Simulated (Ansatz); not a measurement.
MBr3 with several metals: PBE0-D4/def2-SVP single points in Ansatz on relaxed structures, gas phase. Core potentials for La, Y, no spin–orbit coupling. HOMO and LUMO are taken over both spins. Binding counts from free atoms in the multiplicity of their measured ground term, without zero-point energy. A dash marks a value that wasn't run or was left out as unsound. The structures are stationary points that may keep the symmetry of their start.

**Question.** Estimate the order by gap (eV), lowest first.
A. ScBr3 (singlet)
B. LaBr3 (singlet)
C. YBr3 (singlet)
D. TiBr3 (doublet)
E. FeBr3 (sextet)

**Answer.** E (3.40), D (4.42), A (5.18), B (5.36), C (5.47).

In full:

```
species  atoms    state            geometry  HOMO (eV)  LUMO (eV)  gap (eV)  binding per atom (eV)  point group (within 0.1 Å)
  LaBr3      4  singlet    PBE0-D4/def2-SVP      -8.31      -2.94      5.36                      –                         C3v
  TiBr3      4  doublet     PBE-D4/def2-SVP      -7.77      -3.36      4.42                   3.15                         D3h
   YBr3      4  singlet  r2SCAN-D4/def2-SVP      -8.47      -3.00      5.47                      –                         D3h
  ScBr3      4  singlet    PBE0-D4/def2-SVP      -8.48      -3.30      5.18                   3.35                         D3h
  FeBr3      4   sextet  r2SCAN-D4/def2-SVP      -8.30      -4.90      3.40                   2.40                         D3h
```

The gap (eV) runs from 3.40 (FeBr3) to 5.47 (YBr3).
